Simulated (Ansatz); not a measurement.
The cluster NaI₂: single points at one geometry.

```yaml
crystal:
  periodic: [false, false, false]
  atoms:
    - {symbol: Na, position_ang: [0.000954, 2.409809, -0.814630]}
    - {symbol: I, position_ang: [-1.116548, -1.541760, -0.591002]}
    - {symbol: I, position_ang: [1.115594, -0.868047, 1.405641]}
basis:
  gaussian: {orbitals: def2-TZVP, initial_orbitals: start.molden}
magnetization: {spin_polarized: true, initial_magnetization: 3}
hamiltonian: {xc: {name: PBE-QIDH}}
scf: {omitted_lower_state_checks: [starts]}
```

The file start.molden holds the orbitals of an earlier run on this structure, at another level or in another basis.

```sh
$ ansatz run in.yaml --threads 4 --pin off --events-out ev --progress --plain --max-ram 3916MiB
```

It prints (some lines left out):

```
Functional definition: PBE-QIDH
1247 factors; integrals over basis functions are off by at most 2.2e-4 eV
mean field evaluation 1: about -20593.7710 eV, gradient 7.6e0 eV
mean field evaluation 2: about -20593.9136 eV, gradient 1.7e-1 eV
mean field evaluation 4: about -20593.9886 eV, gradient 2.5e-3 eV
mean field evaluation 8: about -20594.1159 eV, gradient 9.9e-2 eV
mean field evaluation 16: about -20594.1161 eV, gradient 2.8e-6 eV
mean field -20594.11610941 eV, -756.8198078274 hartree, gradient 2.8e-6 eV, S^2 3.764904; 0 other end points of the search recorded, 0 dependent functions left out
9 core orbitals not correlated: weight in the atoms' cores, before any rotation towards them, 1.000 or more for the frozen orbitals, at most 0.000 for the correlated occupied ones
reference -20594.11612542 eV, -756.8198084157 hartree; 23, 20 occupied and 100, 103 virtual orbitals, 1247 factors
second order -33.42467246 eV of doubles, -0.00000000 eV of singles
Total energy: -20605.25768290 eV, -757.2292531013 hartree
Checks for a lower state left out: starts
```

It took 9 s on 4 threads of Arm Neoverse V1 on a shared host.

As the first input, with `hamiltonian: {xc: pbe}`, `correlation: {method: rpa}` (abridged; 4.9 s):

```
Functional definition: PBE
mean field -20613.48784055 eV, -757.5317058162 hartree, gradient 2.4e-6 eV, S^2 3.752683
9 core orbitals not correlated: weight in the atoms' cores, before any rotation towards them, 1.000 or more for the frozen orbitals, at most 0.000 for the correlated occupied ones
Total energy: -20588.19594959 eV, -756.6022459669 hartree
Checks for a lower state left out: starts
```

As the first input, with `hamiltonian: {xc: {text: "exchange = 0.65*pbe_x + 0.35*exact_x\ncorrelation = pbe_c"}}`, `output: {orbitals: {seedname: orbitals}}` (abridged; 6.5 s):

```
Functional definition: unnamed
mean field -20615.63985325 eV, -757.6107908242 hartree, gradient 8.3e-6 eV, S^2 3.759614
Total energy: -20615.63988718 eV, -757.6107920714 hartree
Checks for a lower state left out: starts
```

Geometry: B3LYP-D4/def2-TZVP.

In the def2 sets I takes a core potential; there is no spin–orbit coupling. Correlated methods freeze 9 core orbitals; core or outer-core shells of Na, I are correlated, in sets that lack core-valence functions. In the quartet, I2 and I3 lie 3.07 Å apart (atoms count from 1), so these atoms are partly bonded to each other. At PBE0-D4/def2-TZVP a doublet of charge 0 lies 3.65 eV below the quartet, each at its own geometry. The structure comes from a short search, and lower isomers may exist.
